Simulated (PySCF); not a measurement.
## Cd (cadmium, neutral) across methods

[Kr] 4d10 5s2, closed-shell 1S. Calculation: PySCF 2.14, in aug-cc-pVTZ-PP with one added diffuse shell each of s, p, d, f, g type with ECP28MDF (7s7p6d4f3g, 113 functions); a scalar-relativistic core potential.

```json
{"method": "CAM-B3LYP", "E (hartree)": "-167.7070", "mean ε 4p (eV)": "-73.698", "mean ε 4d (eV)": "-15.171", "mean ε 5s (eV)": "-7.638", "Σ⟨r²⟩ (bohr²)": "48.17", "⟨S²⟩": "0.000"}
{"method": "UHF", "E (hartree)": "-166.83877", "mean ε 4p (eV)": "-85.864", "mean ε 4d (eV)": "-19.584", "mean ε 5s (eV)": "-7.647", "Σ⟨r²⟩ (bohr²)": "49.76", "⟨S²⟩": "0.000"}
{"method": "PBE0", "E (hartree)": "-167.7295", "mean ε 4p (eV)": "-72.555", "mean ε 4d (eV)": "-13.757", "mean ε 5s (eV)": "-6.395", "Σ⟨r²⟩ (bohr²)": "48.08", "⟨S²⟩": "0.000"}
{"method": "r2SCAN", "E (hartree)": "-167.7893", "mean ε 4p (eV)": "-70.130", "mean ε 4d (eV)": "-11.999", "mean ε 5s (eV)": "-5.926", "Σ⟨r²⟩ (bohr²)": "47.75", "⟨S²⟩": "0.000"}
{"method": "wB97M-V", "E (hartree)": "-167.6691", "mean ε 4p (eV)": "-75.251", "mean ε 4d (eV)": "-16.280", "mean ε 5s (eV)": "-8.356", "Σ⟨r²⟩ (bohr²)": "48.32", "⟨S²⟩": "0.000"}
{"method": "PBE", "E (hartree)": "-167.7440", "mean ε 4p (eV)": "-67.857", "mean ε 4d (eV)": "-11.563", "mean ε 5s (eV)": "-5.713", "Σ⟨r²⟩ (bohr²)": "48.02", "⟨S²⟩": "0.000"}
{"method": "MN15", "E (hartree)": "-167.3940", "mean ε 4p (eV)": "-70.605", "mean ε 4d (eV)": "-14.691", "mean ε 5s (eV)": "-7.376", "Σ⟨r²⟩ (bohr²)": "48.49", "⟨S²⟩": "0.000"}
```

**Question.** Estimate the same row for LDA.

**Answer.** E (hartree) = -167.4505; mean ε 4p (eV) = -67.822; mean ε 4d (eV) = -11.726; mean ε 5s (eV) = -6.019; Σ⟨r²⟩ (bohr²) = 47.76; ⟨S²⟩ = 0.000.

Energies and moments cover only the electrons outside the core potential.
